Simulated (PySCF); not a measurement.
PbF₂, SMILES [Pb]([F])[F] (connectivity only; charge and spin as stated), neutral, multiplicity 1.

The structure is a stationary point at PBE-D3(BJ)/def2-TZVP. The def2 effective core potentials stand for the cores of Pb; spin–orbit coupling is left out.

These are IEF-PCM-M06-2X/def2-SVP run with PySCF values and carry that method's errors.

The values are the electrostatic part of the solvation free energy, E(continuum) − E(gas) at the gas-phase geometry, in a cavity of scaled van der Waals radii (PySCF's table); cavitation and dispersion terms are not included. A continuum can't describe solvent molecules that bind to the metal. In vacuum the orbital gap is 8.18 eV. The dipole moment in vacuum is 5.18 D.

Task: Estimate the values in water (ε = 78.36), cyclohexanone (ε = 15.62), 2-propanol (ε = 19.26). (An estimate is asked for; the answer gives what the named calculation found.)

Result: 
```
solvent            ε  ΔG(elec) (kcal/mol)  dipole (D)  gap (eV)
-------------  -----  -------------------  ----------  --------
water          78.36                -16.9        6.44      8.73
cyclohexanone  15.62                -15.5        6.34      8.69
2-propanol     19.26                -15.9        6.37      8.70
```
